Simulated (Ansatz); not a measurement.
A nudged elastic band was laid between two geometries of C₃H₈OSi (13 atoms, charge 0, multiplicity 1).

Method: RKS BLYP-D4/6-31G* (Ansatz).

| Quantity | Value |
| --- | --- |
| movable images | 1 |
| climbing image | no |
| spring | 5.0 eV/Å² |
| optimiser | quadratic models (default) |
| start path | IDPP |
| force threshold | 0.05 eV/Å |
| iteration limit | 60 |
| end points | relaxed |

Image 0:

```xyz
13
Properties=species:S:1:pos:R:3
C -1.225 -0.688 0.883
C 0.083 -0.955 0.181
O 0.418 -2.289 0.308
C 0.843 -0.046 -0.483
Si 0.458 1.767 -0.692
H -1.139 -0.931 1.956
H -2.020 -1.330 0.466
H -1.533 0.362 0.784
H 1.274 -2.431 -0.155
H 1.776 -0.409 -0.939
H 0.351 2.504 0.612
H 1.564 2.393 -1.483
H -0.829 2.019 -1.424
```

Image 2:

```xyz
13
Properties=species:S:1:pos:R:3
C -1.289 -0.720 0.850
C 0.055 -0.940 0.204
O 0.414 -2.269 0.341
C 0.838 -0.025 -0.427
Si 0.519 1.787 -0.708
H -1.243 -0.994 1.918
H -2.045 -1.374 0.382
H -1.618 0.323 0.764
H 1.291 -2.391 -0.086
H 1.792 -0.401 -0.830
H 0.553 2.123 -2.171
H -0.813 2.207 -0.171
H 1.566 2.639 -0.053
```

(1) What changes between the two ends?

(2) Give the energies along the band, and the barrier.

Answers

(1) No bond is made or broken. The dihedral C2–C4–Si5–H13 goes from -61 to 119°.

(2) It converged. The highest image is number 0 of 0 to 2, 0.0 kJ/mol above the first end and 0.9 kJ/mol above the last; the last end lies 0.9 kJ/mol below the first. The highest image is an end point: on this band no image between the ends rises above it. So few images can step over the top or miss a turn of the path.

| image | path coordinate (Å) | energy (kJ/mol) | dihedral C2–C4–Si5–H13 (°) |
| --- | --- | --- | --- |
| 0 | 0.00 | 0.0 | -61 |
| 1 | 3.22 | -0.6 | -151 |
| 2 | 6.44 | -0.9 | 119 |

Time of the run: 14 s on 2 threads of Arm Neoverse V2, with other jobs on the host, peak memory 0.14 GiB.
